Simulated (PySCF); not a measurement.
CH4Si, SMILES C=[SiH2] (connectivity only; charge and spin as stated), charge -1, multiplicity 2. Atoms are numbered in the order given.

```xyz
6

C     -1.2051    -0.1165     0.0000
Si     0.6019     0.1292     0.0000
H     -1.7794     0.1047    -0.9116
H     -1.7794     0.1047     0.9116
H      1.1812    -0.6598     1.1866
H      1.1812    -0.6598    -1.1866
```
Charge -1, spin multiplicity 2.

Geometry: PBE-D3(BJ)/def2-TZVPD. The spin state was assumed, not searched.

Two levels are set side by side: PBE/pcH-1 (PySCF) and B3LYP/pcH-1 (PySCF). Contact hyperfine couplings, same geometry. Differences are taken from unrounded values.

| quantity | PBE |
|---|---|
| A(iso) of 13C, atom C1 (MHz) | 40.1 |
| A(iso) of 29Si, atom Si2 (MHz) | -198.2 |
| A(iso) of 1H, atom H3 (MHz) | -28.7 |
| A(iso) of 1H, atom H4 (MHz) | -28.7 |
| A(iso) of 1H, atom H5 (MHz) | 71.4 |
| A(iso) of 1H, atom H6 (MHz) | 71.4 |

These are the PBE values. What does B3LYP give? (The exact figures need the calculation; the answer reports its results.)


```tsv
quantity	B3LYP	PBE minus B3LYP
A(iso) of 13C, atom C1 (MHz)	54.8	-14.7
A(iso) of 29Si, atom Si2 (MHz)	-210.6	12.4
A(iso) of 1H, atom H3 (MHz)	-32.8	4.1
A(iso) of 1H, atom H4 (MHz)	-32.8	4.1
A(iso) of 1H, atom H5 (MHz)	78.5	-7.0
A(iso) of 1H, atom H6 (MHz)	78.5	-7.0
```

Rough cost on one machine, each run with all the roots and properties that it gave: B3LYP against PBE within a factor of 2.
